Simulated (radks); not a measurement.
Task: Excited configurations of Be I: one electron is placed in a higher orbital outside [He] 2s1. The ground configuration is [He] 2s2. All-electron calculation, scalar-relativistic Kohn-Sham, LDA (Slater exchange, Perdew-Wang correlation), spin-polarised, spherical densities, point nucleus; open shells are filled with parallel spins first. Program: a radial shooting solver on a logarithmic mesh with Libxc functionals. Excitation = E - E(ground); binding = E(ion) - E, where the ion is the core of charge +1; n* = 1/sqrt(2 binding) in atomic units, and the quantum defect is n - n*.

| outer orbital | excitation (eV) | binding (eV) | n* | quantum defect | eigenvalue (eV) | <r> (bohr) |
|---|---|---|---|---|---|---|
| 4p | 7.779 | 1.251 | 3.298 | 0.702 | -0.768 | 16.72 |
| 4f | 8.096 | 0.934 | 3.816 | 0.184 | -0.466 | 17.13 |
| 5d | 8.318 | 0.712 | 4.371 | 0.629 | -0.444 | 28.99 |
| 5f | 8.393 | 0.637 | 4.622 | 0.378 | -0.381 | 29.39 |
| 6s | 8.425 | 0.605 | 4.743 | 1.257 | -0.408 | 37.68 |
| 6p | 8.486 | 0.544 | 5.002 | 0.998 | -0.365 | 41.22 |

Estimate the row for 3s.

Result: excitation (eV) 6.063; binding (eV) 2.967; n* 2.141; quantum defect 0.859; eigenvalue (eV) -1.770; <r> (bohr) 7.278. The Delta-SCF ionisation energy is 9.030 eV (NIST Atomic Spectra Database: 9.323 eV, measured). Self-interaction in the functional shifts the binding energies and quantum defects, so they are the method's values and not measured ones.
